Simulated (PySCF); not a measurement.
C3H4N2. Atoms are numbered in the order given.

```xyz
9

C      0.2469    -1.1419     0.0000
C     -1.0038    -0.5711     0.0000
N     -0.7754     0.7808     0.0000
C      0.5723     0.9642     0.0000
N      1.2144    -0.1767     0.0000
H      0.4945    -2.2028     0.0000
H     -2.0050    -0.9941     0.0000
H     -1.4806     1.5054     0.0000
H      1.0256     1.9558     0.0000
```

Coordinates come from a PBE0-D3(BJ)/def2-SVP optimisation.

All values below come from PySCF with TDDFT-B3LYP/def2-SVPD.

Vertical excitations. The molecule is in vacuum. State labels are in the subgroup Cs.

| state | symmetry | energy (eV) | λ (nm) | f | main pairs |
|---|---|---|---|---|---|
| S1 | A" | 5.82 | 213 | 0.000 | HOMO→LUMO 100 % |
| S2 | A" | 6.42 | 193 | 0.002 | HOMO−1→LUMO+1 99 % |
| S3 | A' | 6.52 | 190 | 0.141 | HOMO→LUMO+1 87 % |
| S4 | A" | 6.84 | 181 | 0.032 | HOMO→LUMO+2 97 % |
| S5 | A' | 6.97 | 178 | 0.021 | HOMO−1→LUMO 92 % |
| S6 | A" | 7.05 | 176 | 0.000 | HOMO→LUMO+4 97 % |
| S7 | A' | 7.09 | 175 | 0.049 | HOMO→LUMO+3 53 %, HOMO−2→LUMO+1 33 %, HOMO→LUMO+1 9 % |
| S8 | A" | 7.28 | 170 | 0.003 | HOMO−2→LUMO 97 % |
| S9 | A" | 7.38 | 168 | 0.004 | HOMO−1→LUMO+3 97 % |
| S10 | A" | 7.71 | 161 | 0.004 | HOMO→LUMO+5 99 % |
| T1 | A' | 4.53 | 274 | 0 | HOMO→LUMO+1 94 % |
| T2 | A' | 5.62 | 221 | 0 | HOMO→LUMO+3 89 % |
| T3 | A" | 5.77 | 215 | 0 | HOMO→LUMO 99 % |
| T4 | A" | 5.89 | 210 | 0 | HOMO−1→LUMO+1 75 %, HOMO−1→LUMO+3 24 % |
Triplets are in the Tamm–Dancoff approximation, which puts them higher than full response would, so one can lie above its singlet here.
